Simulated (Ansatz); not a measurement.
Al(F)(OMe)(NH2) (CH5AlFNO), SMILES C[O][Al]([NH2])[F].

Geometry optimised at r2SCAN-D4/def2-SVP. The structure was generated by enumeration; whether it is a known compound was not checked. The values are those of a single conformer.

Two levels are set side by side: PBE/def2-SVPD (Ansatz, a program for electronic structure) and PBE0/def2-SVPD (Ansatz). Energy differences of separate SCF runs at the same geometry; the states with an electron removed or added have multiplicity 2 and 2. Differences are taken from unrounded values.

```csv
quantity,PBE0,PBE,PBE minus PBE0
vertical ionisation energy (eV),9.80,9.38,-0.42
vertical singlet–triplet gap (eV),5.43,4.94,-0.48
```
